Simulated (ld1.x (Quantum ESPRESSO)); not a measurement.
What one change does to a pseudopotential (rhenium, TM)

* Element: Re
* Generator: ld1.x (Quantum ESPRESSO) 7.5
* Type: norm-conserving Troullier–Martins (Kleinman–Bylander form)
* Functional: LDA (PZ)
* Relativity: fully relativistic
* Frozen core: [Xe] 4f14
* Valence charge: 7
* Reference configuration: 5d5 6s2 6p0
* Partial waves: 6p (bound, empty): rc 3.35 bohr; 5d (bound): rc 1.35 bohr; 6s (bound): rc 2.30 bohr
* Local potential: the s channel
* Core correction: Bessel-smoothed model core, default radius (core density twice the valence density)

Open shells are filled in proportion to 2j + 1 (rel_dist='average').

All-electron outer shells of the reference configuration (LDA (PZ), scalar-relativistic, ld1.x):

| shell | level (eV) | outermost node (bohr) | outermost maximum (bohr) |
| --- | --- | --- | --- |
| 5p | -47.21 | 0.56 | 1.06 |
| 4f | -42.60 | – | 0.41 |
| 6s | -6.16 | 1.24 | 2.54 |
| 5d | -5.57 | 0.62 | 1.43 |
| 6p | -1.44 | 1.48 | 3.61 |

Change: all radii but the core radius scaled by about 0.86 (s 1.98, p 2.90, d 1.16 bohr).

Cutoffs: the cutoffs (Ry, on a coarse ladder) from which the occupation-weighted sum of valence levels, in a spherical-Bessel basis at the reference potential, stays within 10 and 1 mRy of its value at 400 Ry; they do not see the model core or the augmentation charge, which bear on the density cutoff. Errors are all-electron minus pseudo energies relative to the spin-unpolarised reference configuration.

Question: Predict the effect on cutoff, ghosts and configuration errors.

Answer: The potential gets harder (35 Ry and 50 Ry → 100 Ry and 160 Ry); of the 7 tests that both files solve, the error grows in 0 and shrinks in 6 by more than 15 % and 0.3 meV (median size 10.7 → 6.9 meV); neither file shows a bound ghost. A smaller radius makes the pseudo-wave follow the all-electron one further in, where it bends more sharply, so more plane waves are needed. Less of the atom is replaced, so other configurations are described better.

```csv
quantity,base,changed
"cutoff, loose",35 Ry,100 Ry
"cutoff, tight",50 Ry,160 Ry
loose cutoff by channel (10 mRy a level),"d 30 Ry, s 6 Ry","d 70 Ry, s 18 Ry"
bound ghosts,none,none
"error for 5d5 6s1 6p0, meV [ΔE 9.52 eV]",-6.4,-2.6
"error for 5d5 6s0 6p0, meV [ΔE 26.20 eV]",-37,-22
"error for 5d4 6s0 6p0, meV [ΔE 53.64 eV]",-154,-159
"error for 5d5.5 6s1.5 6p0, meV [ΔE 0.39 eV]",-15,-10
"error for 5d5 6s0 6p2, meV [ΔE 9.94 eV]",-10,-6.9
"error for 5d5 6s0 6p1, meV [ΔE 15.36 eV]",-11,-3.6
"error for 5d5 6s1.5 6p0, meV [ΔE 3.91 eV]",-1.4,-0.5
```
